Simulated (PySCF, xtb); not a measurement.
C8H5N5, SMILES C1C2=CC=NC3=NC=NC(=NC=1)N32.

Harmonic wavenumbers (cm⁻¹) from GFN2-xTB in xtb 6.7.1 at its own minimum, in rising order: 95, 111, 195, 215, 400, 431, 437, 451, 462, 481, 484, 558, 658, 668, 696, 771, 777, 785, 817, 822, 852, 904, 904, 920, 1063, 1086, 1087, 1106, 1136, 1145, 1197, 1224, 1243, 1268, 1336, 1342, 1364, 1469, 1481, 1556, 1558, 1582, 1593, 3063, 3068, 3069, 3126, 3130.

What does PBE-D3(BJ)/def2-SVP in PySCF give at its own minimum? (The exact figures need the calculation; the answer reports its results.)

94, 120, 200, 238, 434, 451, 465, 468, 473, 496, 515, 574, 653, 692, 737, 758, 774, 816, 826, 837, 848, 958, 963, 973, 1034, 1053, 1071, 1100, 1117, 1180, 1198, 1248, 1264, 1308, 1339, 1390, 1398, 1488, 1510, 1572, 1583, 1642, 1643, 3077, 3082, 3083, 3158, 3161. Paired by order, the mean absolute difference is 24 cm⁻¹ and the zero-point energies are 77.5 and 78.7 kcal/mol.
